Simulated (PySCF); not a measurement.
**Radial density of Sr⁺ (strontium, charge +1)**

TPSS, [Kr] 5s1, 2S determinant. All numbers are calculated (PySCF 2.14, the spin-free X2C one-electron Hamiltonian (Gaussian nucleus), in cc-pVDZ-X2C).

| r (bohr) | 4πr²ρ (e/bohr) | 4πr²(ρα − ρβ) |
| --- | --- | --- |
| 0.0286 | 47.60 | 0.0021 |
| 0.0481 | 40.36 | -0.0005 |
| 0.0809 | 46.61 | 0.0034 |
| 0.136 | 56.43 | 0.0067 |
| 0.229 | 34.23 | 0.0010 |
| 0.385 | 41.55 | 0.0176 |
| 0.648 | 20.39 | 0.0041 |
| 1.09 | 7.580 | 0.0503 |
| 1.83 | 3.983 | 0.0076 |
| 3.08 | 0.5811 | 0.3056 |
| 5.19 | 0.1722 | 0.1706 |
| 8.72 | 0.002558 | 0.0025 |

Densities and radii are taken from the X2C orbitals without a picture-change correction, which distorts them close to the nucleus.
